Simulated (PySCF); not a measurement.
A PySCF script (with the pyscf-properties extension) for the NMR shieldings of `[H]/N=C\c1csc[n+]1C`, [C5H7N2S]+, on a GFN2-xTB geometry:

```python
import basis_set_exchange as bse
import numpy as np
from pyscf import gto, dft
from pyscf.prop import nmr

atoms = """
C     1.712107   -0.678003    0.382191
N     0.693970    0.339633    0.290851
C     0.909540    1.603306    0.609314
S    -0.440390    2.595974    0.413603
C    -1.338653    1.244759   -0.129047
C    -0.591421    0.101792   -0.138829
C    -1.054559   -1.245945   -0.538652
N    -2.139513   -1.557747   -1.069177
H     1.859620   -1.152788   -0.588601
H     1.421884   -1.439169    1.108234
H     2.650700   -0.230152    0.701222
H     1.860732    1.962615    0.959808
H    -2.370226    1.349383   -0.405413
H    -0.364893   -2.059378   -0.341405
H    -2.813311   -0.826291   -1.276011
"""
names = dict.fromkeys(["C", "N", "S", "H"], "pcSseg-1")
basis = {el: gto.basis.parse(bse.get_basis(n, elements=[el], fmt="nwchem")) for el, n in names.items()}
mol = gto.M(atom=atoms, basis=basis, charge=1, verbose=0)
mf = dft.RKS(mol, xc="PBE0")
mf.grids.level = 2
mf.grids.alignment = dft.numint.BLKSIZE   # the property module wants whole blocks of grid points
mf.conv_tol = 1e-9
mf.kernel()

calc = nmr.RKS(mf)   # GIAO
C = mf.mo_coeff
Co = C[:, mf.mo_occ > 0]
resp = mf.gen_response(singlet=True, hermi=2)
def vind(x):   # induced exchange potential for any number of trial vectors
    d = np.einsum("pi,xij,qj->xpq", C, 2 * x.reshape(-1, C.shape[1], Co.shape[1]), Co, optimize=True)
    return np.einsum("xpq,pi,qj->xij", resp(d - d.transpose(0, 2, 1)), C, Co, optimize=True).ravel()
mo1, _ = nmr.rhf.solve_mo1(calc, with_cphf=vind)
sigma = calc.kernel(mo1)
for i, s in enumerate(sigma):   # ppm
    print("%2d %-2s %9.2f" % (i, mol.atom_pure_symbol(i), np.trace(s) / 3))
```

Q: What does it print?

A: 
```
 0 C     146.54
 1 N      35.56
 2 C      20.85
 3 S     217.92
 4 C      49.90
 5 C      40.73
 6 C      37.53
 7 N    -141.00
 8 H      27.08
 9 H      27.04
10 H      27.18
11 H      22.89
12 H      23.45
13 H      22.80
14 H      17.63
```

These numbers come from an equivalent density-fitted implementation of the same equations, which agrees with the script to about 0.01 ppm for H and up to a few tenths of a ppm for heavy atoms, so last digits may differ.

Q: Turn these shieldings into chemical shifts. Referencing at the same level of theory: ¹³C (186.93 ppm) and ¹H (31.72 ppm) against TMS; NH3 for ¹⁵N (267.73 ppm); CS2 for ³³S (503.73 ppm).

A: Averaging equivalent atoms: C 2: 166.1; C 6: 149.4; C 5: 146.2; C 4: 137.0; C 0: 40.4; N 7: 408.7; N 1: 232.2; S 3: 286; H 14: 14.09; H 13: 8.92; H 11: 8.83; H 12: 8.27; H 8/9/10: 4.62 ppm. Experimental scales use liquid or dissolved standards, which lie at an offset from isolated NH3 (liquid NH3: subtract about 20 ppm). Unscaled 15N shifts of sp2 nitrogen come out 20 to 40 ppm too high even then.

Size and cost of the density-fitted run: 178 basis functions, 30 s wall time on 1 thread of an x86-64 server CPU, shared host.
